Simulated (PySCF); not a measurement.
**A search over the determinants of CsS**

Unrestricted PBE0; basis Cs def2-SVP with ECP46, S def2-SVP; scalar-relativistic core potentials; PySCF 2.14. Outer shells of the fragments: Cs 6s1; S 3s2 3p4.

Followed along the bond (rough minima from three points):

| 2Ms+1 | unpaired | ⟨S²⟩ at the start | R at minimum (Å) | Te (eV) |
| --- | --- | --- | --- | --- |
| 2 | π ↑ | 0.75 | 3.11 | 0.00 |
| 2 | σ ↑ | 0.75 | 2.94 | 0.12 |
| 4 | σ ↑, π ↑↑ | 3.75 | none in the scan | ≤ 2.61 |

Solutions found at the starting distance of 3.190 Å, counted from the lowest of them; the search is not exhaustive and high or unbound solutions are not listed, so other states can lie among these:

```csv
2Ms+1,unpaired,term,E (eV),⟨S²⟩,⟨Lz²⟩,μ (D)
2,π ↑,²Π,0.00,0.75,1.01,-10.37
2,σ ↑,²Σ⁺,0.22,0.75,0.00,-11.09
4,"σ ↑, π ↑↑",⁴Σ⁻,2.76,3.75,0.00,1.46
2,"σ ↓, π ↑↑",mixed,2.80,1.75,0.00,2.00
4,"σ ↑↑, π ↑",⁴Π,2.86,3.75,1.01,1.82
2,"σ ↑, π ↑↓",mixed,3.21,1.76,2.02,1.72
4,π ↑↑↑,⁴Π,3.87,3.75,1.00,1.60
4,"σ ↑, π ↑↑",mixed,4.00,3.75,2.01,2.05
4,"σ ↑, π ↑↑",mixed,4.04,3.75,2.01,3.02
4,"π ↑↑, δ ↑",⁴Δ,4.41,3.75,4.00,0.87
```

A term symbol is given only where ⟨S²⟩ and ⟨Lz²⟩ are close to those of a pure state; real π, δ and φ orbitals otherwise mix terms. A positive dipole means Cs(−)S(+).

Task: Compare the gap between the two lowest followed solutions at the starting distance with the gap between their minima.

Result: At PBE0 the second solution (doublet, unpaired electrons σ ↑) lies +0.22 eV from the first (doublet, unpaired electrons π ↑) at 3.190 Å and +0.12 eV at the minima; the two curves relax by different amounts, since their minima lie near 2.94 and 3.11 Å.

Spin–orbit coupling is left out. Counting both spins, an empty level lies below a filled one in some of these solutions, because spin and occupation are held.
